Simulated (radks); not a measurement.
Task: The thulium ion Tm7+, configuration [Kr] 4d10 4f11 5s2 5p3 (the NIST ground configuration). All-electron calculation, scalar-relativistic Kohn-Sham, PBE, spin-polarised, spherical densities, point nucleus; open shells are filled with parallel spins first (spin-orbit coupling, left out, can overturn this in heavy ions). Program: a radial shooting solver on a logarithmic mesh with Libxc functionals. Some entries of the table are withheld. Estimate them.

| orbital | occ. | eigenvalue (eV) | r(max) (bohr) | <r^2> (bohr^2) |
|---|---|---|---|---|
| 1s up | 1 | -59404.70 | 0.01261 | 0.0005483 |
| 1s down | 1 | -59404.40 | 0.01261 | 0.0005483 |
| 2s up | 1 | -10115.75 | 0.07188 | 0.008514 |
| 2s down | 1 | -10115.56 | 0.07188 | 0.008513 |
| 2p up | 3 | -8943.923 | 0.05854 | 0.006945 |
| 2p down | 3 | -8943.646 | 0.05854 | 0.006945 |
| 3s up | 1 | -2361.363 | 0.2032 | 0.05581 |
| 3s down | 1 | -2359.712 | 0.2032 | 0.05576 |
| 3p up | 3 | -2006.581 | 0.2002 | 0.05627 |
| 3p down | 3 | -2004.896 | 0.2001 | 0.05622 |
| 3d up | 5 | -1568.690 | 0.1633 | 0.04689 |
| 3d down | 5 | -1567.356 | 0.1632 | 0.04683 |
| 4s up | 1 | -555.9041 | 0.4640 | 0.2787 |
| 4s down | 1 | -552.5148 | 0.4641 | 0.2787 |
| 4p up | 3 | -439.0564 | 0.4851 | 0.3157 |
| 4p down | 3 | -435.6952 | 0.4852 | 0.3155 |
| 4d up | 5 | -283.8724 | 0.5001 | 0.3731 |
| 4d down | 5 | -280.4270 | 0.5001 | 0.3718 |
| 5s up | 1 | -154.5136 | 1.054 | 1.448 |
| 5s down | 1 | -149.3440 | 1.051 | 1.456 |
| 5p up | 3 | (1) | 1.169 | 1.817 |
| 5p down | 0 | (2) | 1.170 | 1.849 |
| 4f up | 7 | -112.6865 | 0.4875 | 0.5840 |
| 4f down | 4 | -108.7819 | 0.4873 | 0.5769 |

Result: 
(1) 5p up eigenvalue (eV): -123.2701
(2) 5p down eigenvalue (eV): -118.2438
